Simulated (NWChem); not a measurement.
Species: CCl3F; SMILES FC(Cl)(Cl)Cl

Program: NWChem. Pople sets run with spherical d functions. Each level has its own optimisation; frequencies are unscaled.

| level | r C–F (Å) | r C–Cl (Å) | highest harmonic frequency (cm⁻¹) | lowest (cm⁻¹) | zero-point energy (kcal/mol) | dipole (D) |
|---|---|---|---|---|---|---|
| Hartree-Fock/STO-3G | 1.352 | 1.827 | 1398 | 247 | 8.2 | 0.87 |
| Hartree-Fock/3-21G | 1.347 | 1.833 | 1252 | 242 | 7.2 | 0.48 |
| Hartree-Fock/6-31G* | 1.322 | 1.757 | 1270 | 272 | 8.0 | 0.44 |
| B3LYP/6-31G* | 1.337 | 1.788 | 1142 | 244 | 7.0 | 0.17 |
| LDA (Slater exchange, VWN5)/def2-SVP | 1.323 | 1.765 | 1168 | 238 | 7.1 | 0.25 |
| PBE/def2-SVP | 1.340 | 1.787 | 1108 | 234 | 6.8 | 0.21 |
| BLYP/def2-SVP | 1.346 | ? | ? | ? | 6.6 | 0.23 |
| PBE0/def2-SVP | 1.326 | 1.767 | 1177 | 247 | 7.3 | 0.30 |

Q: Complete the blanks.

A: 
- BLYP/def2-SVP, r C–Cl (Å): 1.807
- BLYP/def2-SVP, highest harmonic frequency (cm⁻¹): 1080
- BLYP/def2-SVP, lowest (cm⁻¹): 229
